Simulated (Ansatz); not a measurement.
H₈N₂O₂Si₂ (`N[Si@H](O)[Si@H](N)O`). The species carries charge 0 and has multiplicity 1.

Z-matrix (Å, degrees):
```
Si
O 1 1.658
Si 1 2.349 2 111.2
N 1 1.715 2 117.0 3 -118.2
H 1 1.482 2 102.3 3 124.4
H 2 0.958 1 117.1 3 47.1
N 3 1.721 1 107.0 2 -126.9
O 3 1.656 1 106.4 2 107.0
H 3 1.495 1 114.5 2 -12.9
H 4 1.008 1 119.8 2 86.1
H 4 1.007 1 122.4 2 -64.9
H 7 1.008 3 119.8 1 -53.6
H 7 1.008 3 121.4 1 159.3
H 8 0.959 3 117.8 1 -170.0
```

Task: Give the diagnostics of a CCSD(T)/def2-TZVPP run (frozen core, the Gaussian-basis code of Ansatz). (An estimate is asked.)

Result: The calculation gave: T1 = 0.0120, largest single amplitude 0.016, largest double 0.014, (T) share of the correlation energy 3.6 %, 9 CCSD cycles. The RHF solution is stable towards an unrestricted one. T1 lies under the customary mark of 0.02 for closed shells.
